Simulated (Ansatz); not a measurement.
Coupled-cluster run, C6H18AlP, SMILES `CC[P+]([AlH3-])(CC)CC`.

```yaml
crystal:
  periodic: [false, false, false]
  atoms:
    - {symbol: C, position_ang: [2.171357, 1.463992, -0.979635]}
    - {symbol: C, position_ang: [1.725073, 0.591838, 0.184839]}
    - {symbol: P, position_ang: [0.003252, 0.007282, 0.013744]}
    - {symbol: Al, position_ang: [-0.473527, -1.069288, -2.136334]}
    - {symbol: C, position_ang: [-1.021550, 1.481907, 0.346730]}
    - {symbol: C, position_ang: [-2.510650, 1.216755, 0.179262]}
    - {symbol: C, position_ang: [-0.263019, -1.077972, 1.458388]}
    - {symbol: C, position_ang: [0.458584, -2.412194, 1.335885]}
    - {symbol: H, position_ang: [3.218076, 1.751364, -0.861891]}
    - {symbol: H, position_ang: [2.071338, 0.931642, -1.927679]}
    - {symbol: H, position_ang: [1.583794, 2.381587, -1.049359]}
    - {symbol: H, position_ang: [2.347474, -0.305749, 0.238186]}
    - {symbol: H, position_ang: [1.827044, 1.115398, 1.141616]}
    - {symbol: H, position_ang: [0.910189, -1.853046, -2.368184]}
    - {symbol: H, position_ang: [-0.739906, 0.228918, -3.045375]}
    - {symbol: H, position_ang: [-1.753572, -1.951034, -1.727801]}
    - {symbol: H, position_ang: [-0.696501, 2.245588, -0.365345]}
    - {symbol: H, position_ang: [-0.789702, 1.853879, 1.350630]}
    - {symbol: H, position_ang: [-2.732293, 0.851855, -0.825679]}
    - {symbol: H, position_ang: [-3.081871, 2.133248, 0.339944]}
    - {symbol: H, position_ang: [-2.874082, 0.473112, 0.891284]}
    - {symbol: H, position_ang: [0.036975, -0.540220, 2.364343]}
    - {symbol: H, position_ang: [-1.342342, -1.242426, 1.521052]}
    - {symbol: H, position_ang: [0.234743, -3.047363, 2.195256]}
    - {symbol: H, position_ang: [1.542268, -2.286286, 1.292843]}
    - {symbol: H, position_ang: [0.148828, -2.942798, 0.433279]}
basis:
  gaussian: {orbitals: def2-TZVPP}
correlation: {method: ccsd_t}
output: {orbitals: {seedname: orbitals}}
```

```sh
$ ansatz run in.yaml --threads 4 --pin off --events-out ev --progress --plain --max-ram 46080MiB --backend cuda --devices 0, --max-vram 37GiB
```

Output of Ansatz, abridged:

```
Functional definition: HF
  name "HF"
  cite "Fock, Z. Phys. 61, 126 (1930) doi:10.1007/BF01340294"
  parent pbe
  exchange = exact_x
  correlation = 0
2981 factors; integrals over basis functions are off by at most 1.4e-3 eV
mean field evaluation 1: about -22319.2109 eV, gradient 4.5e1 eV
mean field evaluation 2: about -22319.6549 eV, gradient 4.5e1 eV
mean field evaluation 4: about -22325.7681 eV, gradient 4.9e0 eV
mean field evaluation 8: about -22325.8607 eV, gradient 1.3e-1 eV
mean field -22325.86080555 eV, -820.4602515921 hartree, gradient 2.9e-6 eV, S^2 0.000000; 0 other end points of the search recorded, 0 dependent functions left out
16 core orbitals not correlated: weight in the atoms' cores, before any rotation towards them, 1.000 or more for the frozen orbitals, at most 0.000 for the correlated occupied ones
reference -22325.86080555 eV, -820.4602515921 hartree; 25, 25 occupied and 481, 481 virtual orbitals, 2981 factors
second order -36.09844197 eV of doubles, -0.00000000 eV of singles
cycle   1  -37.85183851 eV  change    -1.8e0 eV  update   1.3e-1
cycle   2  -38.83333090 eV  change   -9.8e-1 eV  update   3.6e-2
cycle   3  -38.96948482 eV  change   -1.4e-1 eV  update   1.4e-2
cycle   4  -38.96155716 eV  change    7.9e-3 eV  update   3.7e-3
cycle   5  -38.96111680 eV  change    4.4e-4 eV  update   1.5e-3
cycle   6  -38.96098280 eV  change    1.3e-4 eV  update   4.2e-4
cycle   7  -38.96079310 eV  change    1.9e-4 eV  update   1.3e-4
cycle   8  -38.96078968 eV  change    3.4e-6 eV  update   4.5e-5
perturbative correction -1.54215256 eV, -0.0566730611 hartree
Total energy: -22366.36374779 eV, -821.9487072655 hartree
```

Hardware: 4 threads of an AMD EPYC 7R13 on a shared host and a share of an NVIDIA H100 80 GB. Wall time 56 s, peak host memory 2.8 GiB.

The correlation energy is -40.503 eV, 3.8 % of it from (T); the T1 diagnostic reads 0.0103.
